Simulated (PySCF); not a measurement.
# Assignment exercise: C₇H₉NO

Molfile (atoms numbered from 1):
```
C7H9NO
     RDKit          3D

 18 18  0  0  0  0  0  0  0  0999 V2000
    2.7290    0.0631   -0.1472 C   0  0  0  0  0  0  0  0  0  0  0  0
    1.5470    0.7893    0.0651 O   0  0  0  0  0  0  0  0  0  0  0  0
    0.3470    0.1183   -0.0328 C   0  0  0  0  0  0  0  0  0  0  0  0
    0.2093   -1.2243   -0.3300 C   0  0  0  0  0  0  0  0  0  0  0  0
   -1.0515   -1.8060   -0.3780 C   0  0  0  0  0  0  0  0  0  0  0  0
   -2.1750   -1.0466   -0.1234 C   0  0  0  0  0  0  0  0  0  0  0  0
   -2.0462    0.3001    0.1720 C   0  0  0  0  0  0  0  0  0  0  0  0
   -0.7970    0.9042    0.2150 C   0  0  0  0  0  0  0  0  0  0  0  0
   -0.6555    2.2627    0.4279 N   0  0  0  0  0  0  0  0  0  0  0  0
    3.5423    0.7766   -0.0191 H   0  0  0  0  0  0  0  0  0  0  0  0
    2.8419   -0.7477    0.5812 H   0  0  0  0  0  0  0  0  0  0  0  0
    2.7715   -0.3520   -1.1595 H   0  0  0  0  0  0  0  0  0  0  0  0
    1.0767   -1.8355   -0.5252 H   0  0  0  0  0  0  0  0  0  0  0  0
   -1.1411   -2.8558   -0.6121 H   0  0  0  0  0  0  0  0  0  0  0  0
   -3.1558   -1.4970   -0.1504 H   0  0  0  0  0  0  0  0  0  0  0  0
   -2.9218    0.9009    0.3711 H   0  0  0  0  0  0  0  0  0  0  0  0
    0.2725    2.5462    0.6990 H   0  0  0  0  0  0  0  0  0  0  0  0
   -1.4021    2.7099    0.9347 H   0  0  0  0  0  0  0  0  0  0  0  0
  1  2  1  0
  2  3  1  0
  3  4  2  0
  4  5  1  0
  5  6  2  0
  6  7  1  0
  7  8  2  0
  8  9  1  0
  8  3  1  0
  1 10  1  0
  1 11  1  0
  1 12  1  0
  4 13  1  0
  5 14  1  0
  6 15  1  0
  7 16  1  0
  9 17  1  0
  9 18  1  0
M  END
```

No solvent, a single conformation, relativity neglected, fast rotation and ring inversion assumed for equivalent nuclei. Shieldings: GIAO PBE0/pcSseg-1; geometry: GFN2-xTB; PySCF.

Shifts are taken against calculated references (same method and geometry level): ¹³C and ¹H vs TMS.

(1) Assign these signals to the numbered atoms. ¹³C{¹H} NMR (computed): δ 152.2 (C), 142.7 (C), 126.7 (CH), 121.0 (CH), 117.5 (CH), 112.6 (CH), 55.7 (CH3).

(2) Assign these signals to the numbered atoms. ¹H NMR (500 MHz, computed): δ 7.07 (m, 1H), 6.82 (d, 1H), 6.82 (m, 1H), 6.70 (m, 1H), 3.95 (s, 3H), 3.61 (br s, 2H).

Answers

(1) 
152.2 → C3, aromatic carbon bearing oxygen: an ipso carbon deshielded by its heteroatom
142.7 → C8, aromatic carbon bearing nitrogen: σ withdrawal by the attached heteroatom moves it downfield of the ring CH carbons
126.7 → C6, aromatic CH: the aromatic region
121.0 → C5, aromatic CH
117.5 → C7, aromatic CH: resonance donation from the substituent shields this position
112.6 → C4, aromatic CH
55.7 → C1, methyl carbon bonded to O: the inductive effect lowers its shielding

(2) 
7.07 → H15, hydrogen on an aromatic CH: ring-current deshielding
6.82 → H16, hydrogen on an aromatic CH
6.82 → H14, hydrogen on an aromatic CH
6.70 → H13, hydrogen on an aromatic CH
3.95 → H10/H11/H12, hydrogen on a methyl carbon bonded to O: its carbon carries O, which withdraws density
3.61 → H17/H18, hydrogen on an aniline-type nitrogen: exchangeable; this is the value without hydrogen bonding to other molecules

H16 and H14; H14 and H13 lie closer than the usual error of such a calculation, so a measured spectrum could show them in the other order.

Exchangeable OH/NH protons stand at their gas-phase positions; hydrogen bonding in a real sample shifts them, mostly to higher δ. Shifts are as computed. Against solution values, carbons near 30 ppm lie about +3 ppm off and those near 130 ppm about +5 ppm. Of 1309 compounds with measured shifts, 239 miss one by over three times the rms of a fit or turn the order of signals round; such compounds aren't used in these exercises. No couplings were computed; multiplicities are counted from neighbouring protons, with m where these are inequivalent, close in shift, in a saturated or five-membered ring or joined by F or P, and br s for small geminal =CH2 splittings.
